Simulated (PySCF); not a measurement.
Calculated NMR data

[PySCF 2.14: shieldings: GIAO PBE0/pcSseg-1; coordinates at the GFN2-xTB level; averaged over atoms made equivalent by symmetry, fast rotation or ring inversion; relativity neglected; isolated molecule; one computed conformer]

δ = σ(ref) − σ, references computed at the same level: 1H and 13C against TMS. Splittings of carbon signals by F and P are missing where no couplings were computed. Where no couplings were computed, multiplicities follow the n + 1 count of equivalent neighbours, and m marks all less simple cases (inequivalent or close neighbours, rings, F or P nearby). Shifts are as computed. Against solution values, carbons near 30 ppm lie about +3 ppm off and those near 130 ppm about +5 ppm; carbons on Cl a further +6 ppm. Of 1211 compounds with measured shifts, 218 miss one by over three times the rms of a fit or turn the order of signals round; such compounds aren't used in these exercises. Carbons bonded to Cl come out too deshielded.

Compound 1 (C9H12Si). 1H NMR (400 MHz, computed): δ 7.21 (m, 3H), 6.96 (d, 3H), 4.69 (m, 1H), 4.03 (t, 3H), 1.78 (q, 2H). 13C{1H} NMR (computed): δ 155.2 (CH), 152.3 (CH), 57.9 (C), 54.4 (CH), 15.8 (CH2). Structure: SMILES [SiH3]CC12C=CC(C=C1)C=C2.

Compound 2 (C4H9ClF2Si). 1H NMR (400 MHz, computed): δ 0.30 (s, 9H). 13C{1H} NMR (computed): δ 146.9, -3.8. Structure: TMS-CClF2 (SMILES C[Si](C)(C)C(F)(F)Cl).
